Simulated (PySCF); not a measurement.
Computed properties of (Z)-1,2-difluoroethene (C2H2F2), SMILES F/C=C\F

(Z)-1,2-difluoroethene (C2H2F2), SMILES C(=C/F)/F. The structure is a stationary point at B3LYP-D3(BJ)/def2-SVP. Other conformers were not sampled. All values are computed for the isolated molecule unless a solvent is named; none is compared with measurement here.

**Structure.** The optimised structure has C2v symmetry. All 12 harmonic modes at B3LYP-D3(BJ)/def2-SVP (PySCF) are real, so it is a minimum. With heavy atoms numbered as in [F:1]/[CH:2]=[CH:3]\[F:4], the shortest bond between them is C2–C3 at 1.332 Å and the longest C3–F4 at 1.333 Å.

**Vibrations.** The strongest infrared lines (harmonic, unscaled, degenerate partners summed) lie at 1165 cm⁻¹ (118 km/mol, C 37 %, F 32 %, H 31 %), 1040 cm⁻¹ (61 km/mol, C 44 %, F 35 %, H 20 %), 1790 cm⁻¹ (53 km/mol, C 91 %). The softest mode is at 232 cm⁻¹ and the zero-point energy is 23.3 kcal/mol.

**Electronic structure.** r2SCAN/def2-TZVPD (PySCF) places the frontier levels at -6.54 and -0.52 eV, a gap of 6.02 eV, and gives a dipole moment of 2.12 D and a mean polarisability of 28.9 bohr³. PBE/def2-TZVPD (PySCF) at the same geometry gives -6.31 and -0.79 eV, so its gap is 0.50 eV narrower. An orbital gap is neither the optical nor the fundamental gap.

**Excitations.** TDDFT-PBE0/def2-SVPD (PySCF) has S1 at 6.64 eV (187 nm, f = 0.022, weak); the most intense of the 10 singlets computed lies at 7.81 eV (f = 0.35). T1 (TDA) is at 4.41 eV. TDDFT-PBE/def2-SVPD (PySCF) puts S1 at 6.18 eV. No vertical singlet excitation falls in the visible range (under 3.1 eV).

**NMR.** GIAO shifts at B3LYP/pcSseg-2 (PySCF) (non-relativistic, atoms alike by connectivity averaged): ¹³C at 151.8 ppm against TMS; ¹H at 6.7 ppm against TMS; ¹⁹F at -173.0 ppm against CFCl3.

**Solvation.** SMD-B3LYP/def2-SVP (PySCF) gives 0.5 kcal/mol in water, -1.8 kcal/mol in ethanol, -2.1 kcal/mol in acetone (1 M in both phases, gas-phase geometry); of these solvents acetone holds the molecule best.
